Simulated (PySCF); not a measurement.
Isomers of C6H13OP. Theory: PBE0-D3(BJ)/def2-SVP geometry optimisation, gas phase (PySCF). One conformer each; no zero-point energy, no entropy. No frequencies were run at this level. Point groups hold within 0.08 Å.

**Question.** Rank from lowest to highest electronic energy at this level (kJ/mol).
A. `[CH2:1]=[CH:2][P@:3]([CH3:4])(=[O:5])[CH2:6][CH2:7][CH3:8]` with C1–C2–P3–C4 127°, C2–P3–C6–C7 175°, P3–C6–C7–C8 -172°
B. `[CH3:1][CH2:2][CH2:3][P@@:4]1(=[O:5])[CH2:6][C@H:7]1[CH3:8]` with C1–C2–C3–P4 63°, C2–C3–P4–O5 46°
C. `[CH3:1][C@@H:2]1[CH2:3][C@@H:4]([CH3:5])[P@H:6](=[O:7])[CH2:8]1` with C1–C2–C3–C4 -73°, C2–C3–C4–C5 -156°, C3–C4–P6–O7 127°, C4–P6–C8–C2 24°

**Answer.** C (0.0), A (58.1), B (102.9).

As drawn, the highest has a three-membered ring, which the lowest lacks.

```csv
SMILES,E (Eh),E rel (kJ/mol),dipole (D),point group,"A, B, C (MHz)"
C[C@@H]1C[C@@H](C)[P@H](=O)C1,-652.25502,0.0,4.11,C1,"2032, 1720, 1198"
C=C[P@](C)(=O)CCC,-652.23288,58.1,3.69,C1,"2817, 956.8, 889.7"
CCC[P@@]1(=O)C[C@H]1C,-652.21583,102.9,3.93,C1,"2196, 1401, 1083"
```

**Question.** How do the relative energies change in single points at PBE0/pcSseg-1 (no added dispersion term) on the same geometries?

**Answer.** 
| SMILES | PBE0-D3(BJ)/def2-SVP (kJ/mol) | PBE0/pcSseg-1 (kJ/mol) | shift |
| --- | --- | --- | --- |
| C[C@@H]1C[C@@H](C)[P@H](=O)C1 | 0.0 | 0.0 | 0.0 |
| C=C[P@](C)(=O)CCC | 58.1 | 44.6 | -13.5 |
| CCC[P@@]1(=O)C[C@H]1C | 102.9 | 96.8 | -6.1 |

Each column counts from its own lowest isomer. The order is unchanged; the largest shift is 13.5 kJ/mol.

**Question.** As an exercise, what shares would exp(−E/RT) give at 2000 K from these electronic energies alone (no entropy, no degeneracies)?

**Answer.** RT = 16.629 kJ/mol: C[C@@H]1C[C@@H](C)[P@H](=O)C1 96.9 %, C=C[P@](C)(=O)CCC 2.9 %, CCC[P@@]1(=O)C[C@H]1C 0.2 %.
